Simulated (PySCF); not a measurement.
# Gas-phase thermal properties of SnH₃F

Method: PySCF energies (xtb for GFN2) plus ideal-gas RRHO corrections (1 bar). All species are closed-shell singlets. Sn: scalar-relativistic def2 core potential, no spin-orbit coupling. SnH₃F: computed as isolated molecules; such fragments, hydroxides, amides, oligomers or adducts are transient or little studied in the gas. The harmonic model lacks anharmonicity and excited electronic states, which grow with temperature; levels with a mode under 35 cm⁻¹ are left out.

```csv
level,point group,σ,ZPE (kJ/mol),S°298 (J/mol/K),Cp298 (J/mol/K),S°1000 (J/mol/K),H1000 − H298 (kJ/mol)
GFN2-xTB,C3v,3,49.5,269.7,63.9,367.8,59.2
PBE/def2-SVP,C3v,3,55.3,265.6,59.2,359.6,57.0
PBE0/def2-TZVP,C3v,3,57.8,264.6,58.3,357.3,56.2
```
σ: rotational symmetry number. Electronic degeneracy used: 1. Frequencies are unscaled.
